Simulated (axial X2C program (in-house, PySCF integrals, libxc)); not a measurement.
The numbers below are computed, except where a source is named.
**CaIn: input and output**

Program: an axial X2C code built on PySCF integrals.

Input:
```json
{
 "zs": [
  49,
  20
 ],
 "q": 0,
 "bas": [
  "dyall-cv3z",
  "dyall-cv3z"
 ],
 "levels": [
  "PBE0",
  "HF",
  "PBEsol"
 ],
 "cc": true,
 "r0": 3.13,
 "thr": -1.0,
 "nmax": 90,
 "npts": 10,
 "nst": 2,
 "ntry": 6
}
```
```bash
python so2c.py task.json out
```

Keys: zs atomic numbers; q charge; bas basis sets; levels methods; cc coupled cluster on or off; r0 starting distance in Å; thr threshold in hartree for freezing inner shells (an s shell follows its p shell); nmax most natural virtual spinors; npts points on the curve; nst determinants followed; ntry starts of the search. HF also brings MP2.

Output of the HF step, 2c, at R = 3.281 Å for the state Ω = 1/2. It starts from PBE0 orbitals of this distance.

```
two-component X2C + atomic mean field  HF
basis functions 234  fitting functions 992  grid points 5805
iter        total energy     max residual
   1      -6555.326917312     2.11e-01
   2      -6555.356381501     4.83e-03
   3      -6555.359062632     2.35e-03
   4      -6555.360600962     2.16e-03
   5      -6555.361654546     1.98e-03
   6      -6555.363228701     1.59e-03
   7      -6555.364134779     7.28e-04
   8      -6555.364235835     4.38e-04
   9      -6555.364299314     1.49e-04
  10      -6555.364305741     1.16e-04
  11      -6555.364310450     9.61e-05
  12      -6555.364314881     9.01e-05
  13      -6555.364318413     9.01e-05
  14      -6555.364322654     9.03e-05
  15      -6555.364328511     8.58e-05
  16      -6555.364336743     6.97e-05
  17      -6555.364345759     4.11e-05
  18      -6555.364349400     1.82e-05
  19      -6555.364350217     5.00e-06
  20      -6555.364350269     2.39e-06
  21      -6555.364350271     1.29e-06
converged
one-electron -9333.55960029  Coulomb 2817.64070020  exact exchange -194.09219278  xc functional 0.00000000  nuclear repulsion 158.05963630  atomic mean-field constant -3.41289370
correlated 5  virtual 313  natural virtual 89  E(MP2) -0.049911705  MP2 remainder -0.001174738
iter   CCSD correlation   residual
   1     -0.059171220   1.30e-01
   2     -0.064784043   7.06e-02
   3     -0.066704010   4.20e-02
   4     -0.067914237   2.75e-02
   5     -0.068622678   1.75e-02
   6     -0.068993481   9.28e-03
   7     -0.069130683   4.64e-03
   8     -0.069126729   2.55e-03
   9     -0.069134960   1.55e-03
  10     -0.069126021   1.09e-03
  11     -0.069130669   8.24e-04
  12     -0.069132182   6.14e-04
  13     -0.069136013   4.36e-04
  14     -0.069139295   2.95e-04
  15     -0.069143926   1.81e-04
  16     -0.069145165   8.92e-05
  17     -0.069145497   5.43e-05
  18     -0.069145380   3.45e-05
  19     -0.069145062   2.03e-05
  20     -0.069144828   1.20e-05
  21     -0.069144577   7.35e-06
  22     -0.069144454   4.55e-06
  23     -0.069144376   3.54e-06
  24     -0.069144337   2.93e-06
  25     -0.069144332   2.01e-06
(T) -0.003779086  T1 0.1234  D1 0.2006  max T2 0.164
```
Energies are in hartree; totals compare only within one Hamiltonian and basis. T1 is large, a sign of multireference character or of a spin-contaminated reference. T1 in the output is the amplitude norm over the root of the electron number; divide by √2 for the Lee–Taylor value. The determinant is spin-polarised beyond a pure state at some levels (its spin-free form has ⟨S²⟩ too high), which makes Re and μ there less reliable.
